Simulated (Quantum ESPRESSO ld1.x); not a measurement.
The numbers below are computed, except where a source is named.
Q: The holmium ion Ho7+, 60 electrons, occupied as [Kr] 4d10 4f9 5s2 5p3. Code: ld1.x of Quantum ESPRESSO 7.5. Model: scalar-relativistic Kohn-Sham, LDA (Slater exchange, Perdew-Wang correlation), spin-polarised, spherical densities, point nucleus; open shells are filled with parallel spins first. Some entries of the table are withheld. Estimate them.

orbital,occ.,eigenvalue (eV),<1/r> (bohr^-1),r(max) (bohr)
1s up,1,-55561.2,76.01,0.01312
1s down,1,-55560.8,76.01,0.01312
2s up,1,-9386.54,17.68,0.07467
2s down,1,-9386.25,17.68,0.07467
2p up,3,-8331.49,16.38,0.06062
2p down,3,-8331.15,16.38,0.06062
3s up,1,-2183.06,6.507,0.2115
3s down,1,-2180.42,6.512,0.2114
3p up,3,-1860.68,6.091,0.2079
3p down,3,-1858.03,6.096,0.2078
3d up,5,-1450.58,5.778,0.1696
3d down,5,-1448.47,5.783,0.1695
4s up,1,-520.379,2.759,0.4834
4s down,1,-515.060,2.757,0.4834
4p up,3,-413.886,2.530,0.5049
4p down,3,-408.610,2.529,0.5049
4d up,5,-269.922,2.241,0.5214
4d down,5,-264.631,2.241,0.5213
5s up,1,-149.408,1.135,1.091
5s down,1,-143.891,1.130,1.092
5p up,3,-120.228,1.004,(1)
5p down,0,-115.043,0.9931,(2)
4f up,7,-111.344,(3),0.5112
4f down,2,-105.840,(4),0.5116
5d up,0,-82.0364,0.8112,1.449
5d down,0,-77.8316,0.7882,1.474
6s up,0,(5),0.5783,2.244
6s down,0,(6),0.5636,2.287

A: 
(1) 5p up r(max) (bohr): 1.207
(2) 5p down r(max) (bohr): 1.212
(3) 4f up <1/r> (bohr^-1): 1.761
(4) 4f down <1/r> (bohr^-1): 1.760
(5) 6s up eigenvalue (eV): -66.2619
(6) 6s down eigenvalue (eV): -64.3616
